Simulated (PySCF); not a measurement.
## Broadened absorption spectrum of C6H6P2

Species: C6H6P2.
Structure used (GFN2-xTB), in Å, numbered top down from 1:
```
atom  x, y, z in Å
C1    -3.392    0.712    0.222
C2    -2.685   -0.199    0.545
C3    -1.814   -1.273    0.938
P4     0.031   -0.929    0.747
P5    -0.034    0.742   -0.402
C6     1.809    1.073   -0.624
C7     2.684    0.297    0.211
C8     3.400   -0.351    0.920
H9    -4.024    1.501   -0.059
H10   -1.980   -1.522    1.992
H11   -2.032   -2.170    0.347
H12    1.960    2.141   -0.433
H13    2.037    0.891   -1.681
H14    4.038   -0.913    1.534
```

Method used: TDDFT CAM-B3LYP/def2-SVPD, vertical, gas phase, core orbitals frozen in the response in PySCF.

Each state is given a Gaussian of 0.4 eV full width at half maximum, with ε(max) = 2.175×10⁸ f / Δν̃ (Δν̃ the width in cm⁻¹). The cross-section is σ = 3.8235×10⁻²¹ ε cm², given in Mb (10⁻¹⁸ cm²). The width is an assumption, not a result. The curve ends short of the highest state used, and states not computed would add to its high-energy end.

λ (nm), σ (Mb) and a bar:
```
    212.8       0.10 
    218.2       0.56 #
    223.7       2.22 ###
    229.1       4.47 ######
    234.6       5.23 ########
    240.0       4.24 ######
    245.5       3.14 #####
    250.9       2.45 ####
    256.3       2.01 ###
    261.8       2.63 ####
    267.2       5.65 ########
    272.7      11.43 #################
    278.1      17.56 #########################
    283.6      20.73 ##############################
    289.0      19.21 ############################
    294.5      14.37 #####################
    299.9       9.07 #############
    305.4       4.95 #######
    310.8       2.49 ####
    316.3       1.19 ##
    321.7       0.58 #
    327.2       0.27 
    332.6       0.13 
    338.1       0.06 
    343.5       0.03 
    349.0       0.02 
    354.4       0.01 
    359.9       0.01 
    365.3       0.01 
    370.8       0.01 
    376.2       0.01 
    381.7       0.01 
    387.1       0.01 
    392.6       0.01 
    398.0       0.00 
    403.5       0.00 
    408.9       0.00 
    414.4       0.00 
    419.8       0.00 
    425.3       0.00 
    430.7       0.00 
    436.2       0.00 
    441.6       0.00 
    447.1       0.00
```

(1) Locate the maxima and give the states behind the curve.

(2) Does any computed singlet lie in the visible range?

(3) On this curve, what absorbance would a 10⁻³ mol/L sample give at 266 nm over a 1 cm path?

(4) Coming from long wavelengths, where does ε first pass 100 L mol⁻¹ cm⁻¹?

## Answers

(1) 284 nm (4.36 eV), ε about 5400, made up of S3 (99%); 234 nm (5.31 eV), ε about 1400, made up of S5 (93%) (ε in L mol⁻¹ cm⁻¹; maxima over ε = 5, shares over 10%). The states used: S1 3.37 eV (f 0.0001); S2 4.04 eV (f 0.0024); S3 4.36 eV (f 0.080); S4 4.96 eV (f 0.0078); S5 5.32 eV (f 0.019); S6 5.35 eV (f 0.0005); S7 5.98 eV (f 0.0002); S8 6.43 eV (f 0.0002).

(2) No computed singlet lies in the visible range (380 to 750 nm); the lowest, at 368 nm, stands 0.11 eV above its violet end (3.26 eV); a Tamm–Dancoff triplet lies at 581 nm, without intensity as long as spin–orbit coupling is left out.

(3) 266 nm is 4.661 eV, where ε is about 1200 L mol⁻¹ cm⁻¹, so A = ε c l ≈ 1.2 (Beer–Lambert, with the gas-phase spectrum and the assumed width).

(4) At about 325 nm (3.82 eV), 0.45 eV above S1.

Hardware: one thread, Arm Neoverse V1 (aarch64), no GPU, on a shared host. Cost: 57 s wall (grids of density and orbitals included), 1.0 GiB resident at most.

One conformer stands for the species.
